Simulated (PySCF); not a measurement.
# Relaxation of singlet [ICl2]+

Method: PySCF, PBE0, basis I def2-TZVP with ECP28, Cl def2-TZVP (scalar-relativistic core potentials, no spin–orbit coupling, density fitting). A (50,194) grid was used.

A start displaced from a saddle point along its imaginary mode, of C2v symmetry, held to at least that symmetry:

```xyz
3
charge 1 multiplicity 1, angstrom
I     0.0468   -0.0468    0.0000
Cl   -0.0849    0.0849    2.3519
Cl   -0.0849    0.0849   -2.3519
```

At each step, columns x, y, z (Å) and Fx, Fy, Fz (eV/Å):

```
step 0  E − E(last) = 179.88 kJ/mol
I    0.047  -0.047   0.000   0.704  -0.704   0.000
Cl  -0.085   0.085   2.352  -0.352   0.352  -0.263
Cl  -0.085   0.085  -2.352  -0.352   0.352   0.263
step 1  E − E(last) = 140.07 kJ/mol
I    0.182  -0.182   0.000   0.959  -0.959  -0.001
Cl  -0.153   0.153   2.316  -0.480   0.480  -0.841
Cl  -0.153   0.153  -2.316  -0.480   0.480   0.842
step 2  E − E(last) = 91.45 kJ/mol
I    0.344  -0.344   0.000   0.269  -0.269   0.000
Cl  -0.234   0.234   2.247  -0.135   0.135  -1.614
Cl  -0.234   0.234  -2.247  -0.135   0.135   1.614
step 3  E − E(last) = 42.09 kJ/mol
I    0.515  -0.515   0.000  -0.654   0.654   0.000
Cl  -0.319   0.319   2.070   0.327  -0.327  -1.697
Cl  -0.319   0.319  -2.070   0.327  -0.327   1.697
step 4  E − E(last) = 6.93 kJ/mol
I    0.564  -0.564   0.000  -0.023   0.023   0.000
Cl  -0.343   0.343   1.890   0.011  -0.011  -0.558
Cl  -0.343   0.343  -1.890   0.011  -0.011   0.558
step 5  E − E(last) = 0.07 kJ/mol
I    0.629  -0.629   0.000  -0.104   0.104   0.000
Cl  -0.376   0.376   1.761   0.052  -0.052  -0.080
Cl  -0.376   0.376  -1.761   0.052  -0.052   0.080
step 6  E − E(last) = 0.05 kJ/mol
I    0.622  -0.622   0.000   0.097  -0.097   0.000
Cl  -0.372   0.372   1.759  -0.048   0.048   0.068
Cl  -0.372   0.372  -1.759  -0.048   0.048  -0.068
step 7  E − E(last) = 0.00 kJ/mol
I    0.626  -0.626   0.000  -0.001   0.001   0.000
Cl  -0.374   0.374   1.759   0.001  -0.001  -0.001
Cl  -0.374   0.374  -1.759   0.001  -0.001   0.001
```

It ends at C2v with I–Cl 2.256 Å (×2); Cl–I–Cl 102.4° (after a last refinement on a finer grid). A frequency run shows a minimum. Other isomers or separated fragments may lie lower.

The relaxation took roughly 110 core-seconds on a shared host.
